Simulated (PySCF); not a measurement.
**[PtH3]+, singlet: structure and spectrum**

Computed with PBE0/[Pt def2-TZVP with ECP60, H def2-TZVP], scalar-relativistic core potentials, density fitting, no spin–orbit coupling, PySCF.

The structure is a minimum.

Coordinates in bohr (charge 1 multiplicity 1):
```
Pt    0.0000    0.0000   -0.0284
H     2.1958    0.0000    1.7925
H    -1.0979    1.9016    1.7925
H    -1.0979   -1.9016    1.7925
```

```
Point group                                                                   : C3v
Bond lengths                                                                  : Pt–H 1.510 Å (×3)
Bond angles                                                                   : H–Pt–H 83.6° (×3)
Highest occupied level                                                        : -16.49 eV
Principal quadrupole moments (Buckingham, traceless) about the centre of mass : -0.65, -0.65, 1.29 D Å
Entropy at 298.15 K and 1 bar                                                 : 235.3 J/(mol K)
Principal polarisabilities                                                    : 22.2, 25.5, 25.5 bohr³
Heat capacity Cp at 298.15 K                                                  : 40.7 J/(mol K)
Rotational constants                                                          : 4.13, 3.508, 3.508 cm⁻¹
Enthalpy at 298.15 K above 0 K                                                : 10.45 kJ/mol
Dipole moment about the centre of mass                                        : 0.12 D
Rotational symmetry number                                                    : 3
Zero-point energy                                                             : 59.8 kJ/mol
Lowest empty level                                                            : -8.76 eV
```

Harmonic modes (masses in u: Pt 194.965, H 1.008):
```json
{"symmetry": "e", "ω (cm⁻¹)": "822", "IR (km/mol, summed over degenerate members)": "4.8", "μ (u)": "1.01"}
{"symmetry": "a1", "ω (cm⁻¹)": "870", "IR (km/mol, summed over degenerate members)": "13.4", "μ (u)": "1.02"}
{"symmetry": "e", "ω (cm⁻¹)": "2481", "IR (km/mol, summed over degenerate members)": "130", "μ (u)": "1.01"}
{"symmetry": "a1", "ω (cm⁻¹)": "2522", "IR (km/mol, summed over degenerate members)": "122", "μ (u)": "1.01"}
```

In C3v the vibrations span 2e + 2a1.

Charges (e):
```
  atom  Mulliken  Löwdin  polar tensor  Mayer order to Pt1
   Pt1      0.42    0.65          0.63                   –
H2,3,4      0.19    0.12          0.12                0.92
```

Mulliken populations on Pt1 (electrons outside its core potential): s 2.82, p 6.09, d 8.67, f 0.01.

Outer orbital energies (eV). occupied: -19.19, -19.19, -18.72, -16.58, -16.49, -16.49; empty: -8.76, -8.76, -8.01, -2.50.

Formally Pt is in oxidation state +4, d6, with 0 unpaired electrons (the high-spin count would be 4). The polar-tensor charge on Pt, 0.63, is far below the formal one.

Other isomers or separated fragments may lie lower. No spin–orbit coupling is included, which matters more the heavier the element.

The final relaxation and frequency run took 8.1 s on 2 threads of a shared Arm Neoverse V1 host, with 58 basis functions and 8 gradients. Launch command: `OMP_NUM_THREADS=2 python axn.py task.json out`.
